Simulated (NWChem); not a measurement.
System: SiH₂Br₂; SMILES Br[SiH2]Br

NWChem input:

```
start job
memory heap 200 mb stack 900 mb global 1100 mb
geometry units angstroms noautoz
  Si     0.000000     0.000000    -0.994711
  Br    -1.825583     0.000000     0.261197
  Br     1.825583     0.000000     0.261197
  H      0.000000     1.232612    -1.821612
  H      0.000000    -1.232612    -1.821612
end
basis spherical
  * library def2-tzvpd
end
dft
  xc xpbe96 cpbe96
  iterations 150
  semidirect filesize 400000000
  mulliken
end
task dft energy
```

Excerpt of the output:

```
             Northwest Computational Chemistry Package (NWChem) 7.3.0
             --------------------------------------------------------

 C2V symmetry detected

                             Geometry "geometry" -> ""
                             -------------------------

 Output coordinates in angstroms (scale by  1.889725989 to convert to a.u.)

  No.       Tag          Charge          X              Y              Z
 ---- ---------------- ---------- -------------- -------------- --------------
    1 Si                  14.0000     0.00000000     0.00000000    -1.00302044
    2 Br                  35.0000    -1.82558300     0.00000000     0.25288756
    3 Br                  35.0000     1.82558300     0.00000000     0.25288756
    4 H                    1.0000     0.00000000     1.23261200    -1.82992144
    5 H                    1.0000     0.00000000    -1.23261200    -1.82992144

 Effective nuclear repulsion energy (a.u.)     446.2158557509

      Symmetry information
      --------------------

 Group name             C2v
 Group number             16
 Group order               4
 No. of unique centers     3

  pbe96 is a nonlocal functional; adding pw91lda local functional.

                                 NWChem DFT Module
                                 -----------------

 Summary of "ao basis" -> "ao basis" (spherical)
 ------------------------------------------------------------------------------
       Tag                 Description            Shells   Functions and Types
 ---------------- ------------------------------  ------  ---------------------
 Si                        def2-tzvpd               15       43   6s5p3d1f
 Br                        def2-tzvpd               19       57   7s6p5d1f
 H                         def2-tzvpd                5        9   3s2p

      Symmetry analysis of basis
      --------------------------

        a1         64
        a2         25
        b1         50
        b2         36

            General Information
            -------------------
          SCF calculation type: DFT
          Wavefunction type:  closed shell.
          No. of atoms     :     5
          No. of electrons :    86
           Alpha electrons :    43
            Beta electrons :    43
          Charge           :     0
          Spin multiplicity:     1
          Use of symmetry is: on ; symmetry adaption is: on
          Maximum number of iterations: 150
          AO basis - number of functions:   175
                     number of shells:    63
          Convergence on energy requested:  1.00D-06
          Convergence on density requested:  1.00D-05
          Convergence on gradient requested:  5.00D-04

              XC Information
              --------------
          PerdewBurkeErnzerhof Exchange Functional  1.000
            Perdew 1991 LDA Correlation Functional  1.000 local
           PerdewBurkeErnz. Correlation Functional  1.000 non-local

             Grid Information
             ----------------
          Grid used for XC integration:  medium
          Radial quadrature: Mura-Knowles
          Angular quadrature: Lebedev.
          Tag              B.-S. Rad. Rad. Pts. Rad. Cut. Ang. Pts.
          ---              ---------- --------- --------- ---------
          Si                  1.10       88          13.0       590
          Br                  1.15      112          15.0       590
          H                   0.35       45          12.0       434
          Grid pruning is: on
          Number of quadrature shells:   245
          Spatial weights used:  Erf1

      Superposition of Atomic Density Guess
      -------------------------------------

 Sum of atomic energies:       -5434.63369947

      Non-variational initial energy
      ------------------------------

 Total energy =   -5435.313398
 1-e energy   =   -8456.518155
 2-e energy   =    2574.988900
 HOMO         =      -0.358175
 LUMO         =       0.016116

      Symmetry analysis of molecular orbitals - initial
      -------------------------------------------------

  Numbering of irreducible representations:

     1 a1          2 a2          3 b1          4 b2

  Orbital symmetries:

     1 b1          2 a1          3 a1          4 a1          5 b1
     6 b1          7 a1          8 a1          9 b2         10 a2
    11 b1         12 a1         13 b1         14 a1         15 b1
    16 a1         17 b2         18 a2         19 b1         20 a1
    21 b2         22 a1         23 b1         24 a1         25 b1
    26 a1         27 b2         28 a2         29 b1         30 a1
    31 b2         32 a2         33 b1         34 a1         35 b1
    36 a1         37 b2         38 a1         39 b1         40 a2
    41 a1         42 b1         43 b2         44 a1         45 b1
    46 a1         47 b2         48 a1         49 b1         50 a1
    51 a2         52 b1         53 b2

------------------------------------------------------------
EAF file 0: "./job.aoints.0" size=157286400 bytes
------------------------------------------------------------
               write      read    awrite     aread      wait
               -----      ----    ------     -----      ----
     calls:      300         0         0         0         0
   data(b): 1.57e+08  0.00e+00  0.00e+00  0.00e+00
   time(s): 0.00e+00  0.00e+00  0.00e+00  0.00e+00  0.00e+00
rate(mb/s): 0.00e+00  0.00e+00
------------------------------------------------------------

     ---------------------------------------------
      Total Density - Mulliken Population Analysis
     ---------------------------------------------

[...]
```

Level: PBE/def2-TZVPD. Coordinates come from a PBE0/def2-SVP optimisation.
